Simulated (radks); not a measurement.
Task: These are the eigenvalues of the occupied orbitals of an atom or ion with whole-number occupations (hartree). Method: scalar-relativistic Kohn-Sham, PBE, spin-polarised, spherical densities, finite nucleus; Fermi nuclear charge, rms radius of each element as measured or else 0.836 A^(1/3) + 0.57 fm; computed with a radial shooting solver on a logarithmic mesh with Libxc functionals.

1s up: -876.7823
1s down: -876.7795
2s up: -152.6603
2s down: -152.2124
2p up: -140.0094
2p down: -139.6744
3s up: -48.22795
3s down: -47.69294
3p up: -44.09425
3p down: -43.54354
3d up: -37.97308

Which element is it, and in what charge state? The configuration may be excited. Open shells, if any, are filled with parallel spins first.

Result: Z = 45, rhodium, charge +22: Rh22+ in [Ar] 3d5. The list shows which subshells hold electrons but not how many an open one holds; the 1s level, -876.78 hartree, gives Z - s = 41.9 by -(Z - s)^2/2, which with screening and relativity narrows Z to a few neighbours, and the depths of the outer levels then fix element, charge and occupations together.
